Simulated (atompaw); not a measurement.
# Before and after: PAW (atompaw) potential for Hf (Z = 72)

| Item | Value |
| --- | --- |
| Element | Hf |
| Generator | atompaw 4.2.0.5 |
| Type | PAW |
| Functional | PBE |
| Relativity | scalar-relativistic |
| Frozen core | [Kr] 4d10 4f14 5s2 |
| Valence charge | 10 |
| Reference configuration | 5p6 5d2 6s1 6p0 (charge +1) |
| Partial waves | 6s (bound): rc 2.35 bohr; 6s channel at 1.15 Ry: rc 2.45 bohr; 5p (bound): rc 2.00 bohr; 6p (bound, empty): rc 2.45 bohr; 5d (bound): rc 2.45 bohr; 5d channel at 2.45 Ry: rc 2.10 bohr |
| Local potential | bessel scheme, radius 2.05 bohr |
| Core correction | smooth core density matched at 1.50 bohr |
| Augmentation charge | sinc compensation charge, radius 2.15 bohr; PAW radius 2.45 bohr; waves and projectors: custom polynom vanderbiltortho |

All-electron outer shells of the reference configuration (PBE, scalar-relativistic, ld1.x):

```
shell  level (eV)  outermost node (bohr)  outermost maximum (bohr)
   5p      -42.51                   0.60                      1.16
   4f      -23.76                      –                      0.45
   6s      -10.97                   1.36                      2.78
   5d       -9.21                   0.67                      1.67
   6p       -6.36                   1.64                      3.62
```

Change: wave 5p (bound): rc 2.00 bohr becomes 5p (bound): rc 1.78 bohr.

Cutoffs: the cutoffs (Ry, on a coarse ladder) from which the occupation-weighted sum of valence levels, in a spherical-Bessel basis at the reference potential, stays within 10 and 1 mRy of its value at 400 Ry; they do not see the model core or the augmentation charge, which bear on the density cutoff.

Q: What does the change do?

A: The potential gets harder (21 Ry and 35 Ry → 25 Ry and 40 Ry); both files keep a bound ghost (s).

```csv
quantity,base,changed
"cutoff, loose",21 Ry,25 Ry
"cutoff, tight",35 Ry,40 Ry
loose cutoff by channel (10 mRy a level),"s 6 Ry, p 15 Ry, d 12 Ry","s 6 Ry, p 18 Ry, d 12 Ry"
bound ghosts,s,s
s: phases at 2.46 bohr within 0.05 rad from the reference energy up to (Ry; the scan ends near 5),-0.6,-0.6
p: phases at 2.46 bohr within 0.05 rad from the reference energy up to (Ry; the scan ends near 5),to the end of the scan,to the end of the scan
d: phases at 2.46 bohr within 0.05 rad from the reference energy up to (Ry; the scan ends near 5),to the end of the scan,to the end of the scan
lowest overlap eigenvalue by channel,"s 0.17, p 0.66, d 1.00","s 0.17, p 0.58, d 1.00"
```

 A true bound ghost makes a file unfit for plane-wave use even where its test errors are small: the radial tests pick states by their node count and pass the ghost by. The cutoffs see the waves, projectors and local potential, not the compensation charge or the core.
